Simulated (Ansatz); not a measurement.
Consider the cleavage of the Ge–B bond: `[BH2][GeH2][BH]N` + `O[SiH2]F` → `[BH2][GeH2][O][SiH2]F` + `BN`.

Isolated molecules relaxed with PBE0-D4/def2-TZVP in Ansatz; ΔE leaves out vibrations. CBS: MP2 limit from def2 TZ/QZ plus the TZ coupled-cluster correction, frozen cores. This one scheme is used for every species. Functionals use def2-TZVPP. For Ge outer-core shells are correlated without core-valence functions, which leaves a few kJ/mol of doubt a bond. Scalar relativity is left out up to krypton. One conformer a species, not always the lowest.

```tsv
level	ΔE (kcal/mol)
PBE	-4.3
CCSD/def2-TZVPP	-9.8
```

Task: What does CCSD(T)/CBS give? (An estimate is asked.)

Result: Ansatz gave: -7.9 kcal/mol. The listed levels differ from it by 3.6, -1.9 kcal/mol.

Largest T1 diagnostic among the species: 0.014.

From PBE to PBE0 (25 % exact exchange), in def2-TZVPP and without D4, ΔE moves by −1.6 kcal/mol. In def2-TZVPP, CCSD(T) changes the Hartree–Fock value by +7.7 kcal/mol (the triples alone add +0.9 kcal/mol) and MP2 by +7.4 kcal/mol.
